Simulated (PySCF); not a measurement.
Geometries of 2 isomers of C2H8SSi, from PBE0-D3(BJ)/def2-SVP geometry optimisation, gas phase (PySCF 2.14.0). One conformer each, no zero-point energy, no frequencies.

Question: Which is lower in electronic energy at this level?
A.
```xyz
12
angstrom
Si     1.829    0.161   -0.020
C     -0.014    0.132   -0.442
C     -0.887   -0.424    0.673
S     -2.656   -0.563    0.258
H      2.323   -1.225    0.246
H      2.610    0.744   -1.154
H      2.070    0.988    1.204
H     -0.157   -0.459   -1.362
H     -0.323    1.162   -0.690
H     -0.596   -1.457    0.922
H     -0.779    0.161    1.600
H     -2.871    0.757    0.069
```
B.
```xyz
12
angstrom
C     -1.670   -0.406    0.132
C     -0.198   -0.644    0.457
Si     0.868    0.902    0.331
S      2.926    0.513    0.840
H     -1.804   -0.018   -0.890
H     -2.257   -1.334    0.209
H     -2.124    0.326    0.820
H      0.233   -1.403   -0.219
H     -0.075   -1.045    1.477
H      0.434    1.934    1.319
H      0.768    1.476   -1.048
H      3.145   -0.308   -0.211
```

Answer: B. That is `CC[SiH2]S`, 25.9 kcal/mol below the other.

```json
{"SMILES": "CC[SiH2]S", "atoms numbered as above": "[CH3:1][CH2:2][SiH2:3][SH:4]", "E (Eh)": "-768.11417", "relative (kcal/mol)": "0.0", "relative (kJ/mol)": "0.0", "dipole (D)": "1.89"}
{"SMILES": "[SiH3]CCS", "atoms numbered as above": "[SiH3:1][CH2:2][CH2:3][SH:4]", "E (Eh)": "-768.07294", "relative (kcal/mol)": "25.9", "relative (kJ/mol)": "108.2", "dipole (D)": "1.14"}
```
